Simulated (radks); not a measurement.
Problem. Neutral manganese, [Ar] 3d5 4s2. Method: non-relativistic Kohn-Sham, exchange-only B88, spin-polarised, spherical densities, point nucleus; computed with a radial shooting solver on a logarithmic mesh with Libxc functionals. Every spin shell is full or empty, so the densities are truly spherical. Functionals are evaluated on that one density, not self-consistently. Rank these exchange functionals by their error against the exact value of the orbitals, and give that value: LDA, B88, PBE, PW91, PW86, OPTX, B86b, EV93, SCAN, r2SCAN, MVS.

Solution. Exact: -50.8485 hartree. From best to worst, with 100 (|E| - |E exact|)/|E exact| (equal figures are ties): MVS +0.03, r2SCAN +0.13, PW91 +0.20, PBE -0.24, B88 +0.26, B86b +0.31, SCAN +0.41, PW86 +0.51, OPTX +0.64, EV93 +0.71, LDA -6.41.
